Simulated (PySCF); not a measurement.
Cl2Hg, charge +1, doublet, geometry from GFN2-xTB (such geometries of metal compounds can be far from the true shape) (a state made from the parent by changing its charge; the spin is typed, not shown lowest) (core potentials on Hg); DF-WB97M-V/def2-SVP run with PySCF.

The PySCF input:
```python
from pyscf import gto, scf, dft

mol = gto.Mole()
mol.atom = '''
    Hg    0.000000    0.000000    0.000000
    Cl   -0.000000   -0.000000   -2.413138
    Cl    0.000000    0.000000    2.413138
'''
mol.basis = 'def2-svp'
mol.ecp = {'Hg': 'def2-svp'}
mol.charge = 1
mol.spin = 1
mol.verbose = 4
mol.build()

mf = dft.UKS(mol)
mf.xc = 'wb97m_v'
mf = mf.density_fit(auxbasis='def2-universal-jkfit')
mf.kernel()
```

It wrote (shortened):

```
PySCF version 2.14.0

[INPUT] verbose = 4
[INPUT] num. atoms = 3
[INPUT] num. electrons = 53
[INPUT] charge = 1
[INPUT] spin (= nelec alpha-beta = 2S) = 1
[INPUT] symmetry False subgroup None
[INPUT] Mole.unit = angstrom
[INPUT] Symbol           X                Y                Z      unit          X                Y                Z       unit  Magmom
[INPUT]  1 Hg     0.000000000000   0.000000000000   0.000000000000 AA    0.000000000000   0.000000000000   0.000000000000 Bohr   0.0
[INPUT]  2 Cl     0.000000000000   0.000000000000  -2.413138000000 AA    0.000000000000   0.000000000000  -4.560169920781 Bohr   0.0
[INPUT]  3 Cl     0.000000000000   0.000000000000   2.413138000000 AA    0.000000000000   0.000000000000   4.560169920781 Bohr   0.0

nuclear repulsion = 180.804666124996
number of shells = 28
number of NR pGTOs = 129
number of NR cGTOs = 68
basis = def2-svp
ecp = {'Hg': 'def2-svp'}

******** <class 'pyscf.df.df_jk.DFUKS'> ********
method = DFUKS
initial guess = minao
damping factor = 0
level_shift factor = 0
DIIS = <class 'pyscf.scf.diis.CDIIS'>
diis_start_cycle = 1
diis_space = 8
diis_damp = 0
SCF conv_tol = 1e-09
SCF conv_tol_grad = None
SCF max_cycles = 50
direct_scf = False
number electrons alpha = 27  beta = 26
XC library pyscf.dft.libxc version 7.1.2
    S. Lehtola, C. Steigemann, M. J. T. Oliveira, and M. A. L. Marques,  SoftwareX 7, 1–5 (2018)
XC functionals = wb97m_v
    N. Mardirossian and M. Head-Gordon,  J. Chem. Phys. 144, 214110 (2016)
radial grids:
    Treutler-Ahlrichs [JCP 102, 346 (1995); DOI:10.1063/1.469408] (M4) radial grids

becke partition: Becke, JCP 88, 2547 (1988); DOI:10.1063/1.454033
pruning grids: <function nwchem_prune>
grids dens level: 3
symmetrized grids: False
atomic radii adjust function: <function treutler_atomic_radii_adjust>
** Following is NLC and NLC Grids **
NLC functional = wb97m_v
radial grids:
    Treutler-Ahlrichs [JCP 102, 346 (1995); DOI:10.1063/1.469408] (M4) radial grids

becke partition: Becke, JCP 88, 2547 (1988); DOI:10.1063/1.454033
pruning grids: <function nwchem_prune>
grids dens level: 3
symmetrized grids: False
atomic radii adjust function: <function treutler_atomic_radii_adjust>
small_rho_cutoff = 0
Set gradient conv threshold to 3.16228e-05
tot grids = 61504
tot grids = 61504
******** <class 'pyscf.df.df.DF'> ********
auxbasis = def2-universal-jkfit
Create RSH-DF object <pyscf.df.df.DF object> for omega=0.3
******** <class 'pyscf.df.df.DF'> ********
auxbasis = auxmol.basis = def2-universal-jkfit
init E= -1061.60572739725

cycle= 1 E= -1072.47712592936  delta_E= -10.9  |g|= 1.09  |ddm|= 11.3
cycle= 2 E= -1071.84023576745  delta_E= 0.637  |g|= 1.61  |ddm|= 3.22
cycle= 3 E= -1073.08621283202  delta_E= -1.25  |g|= 0.112  |ddm|= 1.63
cycle= 4 E= -1073.09732743516  delta_E= -0.0111  |g|= 0.0308  |ddm|= 0.295
cycle= 5 E= -1073.09849688468  delta_E= -0.00117  |g|= 0.01  |ddm|= 0.0689
cycle= 6 E= -1073.09885918719  delta_E= -0.000362  |g|= 0.00316  |ddm|= 0.0511
cycle= 7 E= -1073.09889167375  delta_E= -3.25e-05  |g|= 0.000831  |ddm|= 0.0164
cycle= 8 E= -1073.09889267256  delta_E= -9.99e-07  |g|= 0.000181  |ddm|= 0.00243
cycle= 9 E= -1073.09889274117  delta_E= -6.86e-08  |g|= 6.13e-05  |ddm|= 0.000656
cycle= 10 E= -1073.0988927546  delta_E= -1.34e-08  |g|= 1.96e-05  |ddm|= 0.000392
cycle= 11 E= -1073.09889275608  delta_E= -1.48e-09  |g|= 4.79e-06  |ddm|= 0.000168
cycle= 12 E= -1073.09889275617  delta_E= -8.64e-11  |g|= 1.11e-06  |ddm|= 3.5e-05
Extra cycle  E= -1073.09889275617  delta_E= -4.32e-12  |g|= 5.62e-07  |ddm|= 4.26e-06
converged SCF energy = -1073.09889275617  <S^2> = 0.75821359  2S+1 = 2.0081968
```
